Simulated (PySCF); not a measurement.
Vertical excitations of a molecule C4H4ClF from TDDFT-PBE/def2-SVPD in PySCF, as energy in eV (oscillator strength): 5.85 (0.003), 5.96 (0.006), 6.44 (0.006), 6.55 (0.251), 6.76 (0.001), 6.93 (0.000), 7.15 (0.023), 7.57 (0.022), 7.66 (0.004), 7.73 (0.001). Lowest triplet (TDA): 4.32 eV. The structure is a stationary point at PBE0-D3(BJ)/def2-SVP. The values are those of a single conformer.

Q: Pick the molecule that these values belong to.
A. FC1=C(Cl)CC1
B. F[C@H]1C=C(Cl)C1
C. CC=C=C(F)Cl
D. C=C/C(Cl)=C\F

A: A, FC1=C(Cl)CC1
